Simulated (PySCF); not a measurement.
# S(2+): ionisation energy

S(2+) [Ne] 3s2 3p2 (3P) → S(3+) [Ne] 3s2 3p1 (2P), as a difference of total energies. Computed with PySCF 2.14 in Sapporo-DZP-2012, with the spin-free X2C one-electron Hamiltonian (Gaussian nucleus). Correlated levels: valence: [Ne] frozen. The calculations carry no spin-orbit coupling.

| method | ionisation energy (eV) |
| --- | --- |
| UHF | 34.251 |
| MN15 | 35.037 |
| PBE | 34.920 |
| MP2 (valence) | 34.600 |
| SCS-MP2 (valence) | 34.523 |
| CCSD (valence) | 34.668 |
| CCSD(T) (valence) | 34.677 |

How much does correlation contribute at CCSD(T) (valence)?

34.677 − (34.251) = 0.426 eV, measured against UHF.

The reference lies between the lowest fine-structure levels, while these numbers refer to the centres of the terms.

Errors of the correlated levels include the incompleteness of this basis and the frozen core.

For comparison: 34.86 ± 0.04 eV (semi-empirical (NIST evaluation); NIST Atomic Spectra Database, ionization energies).
